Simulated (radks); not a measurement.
Results of a calculation; reference values are marked as such.
Q: All-electron atom: neutral mercury in [Xe] 4f14 5d9 6s2 6p1 (not the ground configuration). Level of theory: non-relativistic Kohn-Sham, TPSS, spin-polarised, spherical densities, point nucleus; open shells are filled with parallel spins first (spin-orbit coupling, left out, can overturn this in heavy ions); meta-GGA in the generalised Kohn-Sham scheme; relativity is left out, which matters for an element this heavy (a radial shooting solver on a logarithmic mesh with Libxc functionals). Some entries of the table are withheld. Estimate them.

orbital  occ.  eigenvalue (Ry)  <1/r> (bohr^-1)
1s up       1        -5517.664            79.46
1s down     1        -5517.663            79.46
2s up       1        -923.9533            18.71
2s down     1        -923.9465            18.71
2p up       3        -888.5076            18.75
2p down     3        -888.5023            18.75
3s up       1        -217.9590            7.264
3s down     1        -217.9568            7.264
3p up       3        -201.2345            7.215
3p down     3        -201.2319            7.216
3d up       5        -170.1439            7.146
3d down     5        -170.1388            7.146
4s up       1        -47.14065            3.182
4s down     1        -47.13629            3.182
4p up       3        -39.87100            3.094
4p down     3        -39.86601            3.094
4d up       5        -26.52746            2.913
4d down     5        -26.52073            2.913
4f up       7         -8.62147            2.579
4f down     7         -8.61186            2.580
5s up       1         -7.31854            1.327
5s down     1         -7.26840            1.329
5p up       3         -4.97160            1.218
5p down     3         -4.91778            1.220
5d up       5         -1.27092              (1)
5d down     4         -1.21258              (2)
6s up       1         -0.56541           0.4367
6s down     1         -0.49942           0.4353
6p up       1         -0.20606           0.3284
6p down     0         -0.15150           0.3153

A: 
(1) 5d up <1/r> (bohr^-1): 0.9317
(2) 5d down <1/r> (bohr^-1): 0.9327
